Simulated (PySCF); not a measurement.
**Radial density of O (oxygen, neutral)**

PBEsol, [He] 2s2 2p4, high-spin 3P determinant. Calculation: PySCF 2.14, in ANO-RCC-VTZP (4s3p2d1f, 30 functions); scalar relativity by spin-free X2C-1e.

| r (bohr) | 4πr²ρ (e/bohr) | 4πr²(ρα − ρβ) |
| --- | --- | --- |
| 0.00395 | 0.06026 | 0.0000 |
| 0.00664 | 0.1606 | 0.0001 |
| 0.0112 | 0.4172 | 0.0002 |
| 0.0188 | 1.036 | 0.0006 |
| 0.0316 | 2.376 | 0.0017 |
| 0.0531 | 4.757 | 0.0052 |
| 0.0894 | 7.592 | 0.0193 |
| 0.150 | 8.356 | 0.0820 |
| 0.253 | 5.334 | 0.3206 |
| 0.425 | 3.144 | 0.9207 |
| 0.716 | 4.547 | 1.5483 |
| 1.20 | 3.761 | 1.2026 |
| 2.02 | 1.105 | 0.3473 |
| 3.41 | 0.1088 | 0.0288 |
| 5.73 | 0.003921 | 0.0004 |
| 9.63 | 3.490e-05 | 0.0000 |

Densities and radii are taken from the X2C orbitals without a picture-change correction, which distorts them close to the nucleus.
